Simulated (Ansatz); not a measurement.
Process, species as SMILES: F[C]Cl (closed-shell singlet) → C atom + Cl atom + F atom
B3LYP-D3(BJ)/def2-TZVP geometries, fixed; electronic energies without zero-point terms.
Largest species:
```
C
F 1 1.2975
Cl 1 1.7557 2 106.70
```

Basis-set convergence of the atomisation energy at MP2 with Ansatz (a quantum-chemistry and plane-wave program). Cartesian d functions, on some or all atoms, in 6-31+G*; all else is spherical. Cores are frozen. A restricted Hartree-Fock determinant is unstable towards unrestricted orbitals. Open shells are unrestricted. No added dispersion term, no relativity. Functions are those of the species that has most. Reference: Hartree-Fock in aug-cc-pV(5+d)Z plus the correlation part extrapolated as X^-3 from aug-cc-pV(Q+d)Z and aug-cc-pV(5+d)Z, 225.21 kcal/mol, itself unsure by roughly 0.53 kcal/mol (a third of the extrapolation step and of the last Hartree-Fock step).

| basis | functions | atomisation energy (kcal/mol) |
|---|---|---|
| 3-21G | 31 | ___ |
| 6-31G | 31 | 144.32 |
| def2-SVP | 46 | ___ |
| pcseg-1 | 46 | 197.18 |
| 6-31+G* | 61 | 200.51 |
| aug-pcseg-1 | 73 | 205.06 |
| aug-cc-pV(D+d)Z | 78 | 203.61 |
| 6-311++G(2d,2p) | 89 | 206.24 |
| 6-311++G(3df,3pd) | 125 | ___ |
| jun-cc-pV(T+d)Z | 126 | 216.41 |
| def2-TZVPPD | 128 | 216.37 |
| aug-pcseg-2 | 142 | 218.24 |
| aug-cc-pV(T+d)Z | 147 | ___ |
| cc-pV(Q+d)Z | 174 | 220.73 |
| def2-QZVPP | 184 | 220.76 |
| aug-cc-pV(Q+d)Z | 249 | 222.18 |
| pcseg-4 | 307 | 223.51 |
| aug-cc-pV(5+d)Z | 390 | 223.68 |

Some entries are withheld; supply them.


- 3-21G, atomisation energy (kcal/mol): 150.37
- def2-SVP, atomisation energy (kcal/mol): 203.37
- 6-311++G(3df,3pd), atomisation energy (kcal/mol): 218.61
- aug-cc-pV(T+d)Z, atomisation energy (kcal/mol): 217.81
